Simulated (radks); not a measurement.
Task: These are the eigenvalues of the occupied orbitals of an atom or ion with whole-number occupations (hartree). Method: scalar-relativistic Kohn-Sham, r2SCAN, spin-polarised, spherical densities, finite nucleus; meta-GGA in the generalised Kohn-Sham scheme; Fermi nuclear charge, rms radius of each element as measured or else 0.836 A^(1/3) + 0.57 fm; computed with a radial shooting solver on a logarithmic mesh with Libxc functionals.

orbital  eigenvalue
1s up     -1977.130
1s down   -1977.125
2s up     -332.2580
2s down   -332.2570
2p up     -294.9855
2p down   -294.9818
3s up     -76.40910
3s down   -76.28113
3p up     -64.90832
3p down   -64.77939
3d up     -50.09694
3d down   -49.99645
4s up     -17.49740
4s down   -17.21340
4p up     -13.67983
4p down   -13.39737
4d up      -8.45655
4d down    -8.17304
5s up      -4.20134
5s down    -4.02690
5p up      -3.18976
5p down    -3.05030
4f up      -2.74101
4f down    -2.46769

Which element is it, and in what charge state? The configuration may be excited. Open shells, if any, are filled with parallel spins first.

Result: Z = 66, dysprosium, charge +5: Dy5+ in [Kr] 4d10 4f8 5s2 5p5. The list shows which subshells hold electrons but not how many an open one holds; the 1s level, -1977.1 hartree, gives Z - s = 62.9 by -(Z - s)^2/2, which with screening and relativity narrows Z to a few neighbours, and the depths of the outer levels then fix element, charge and occupations together.
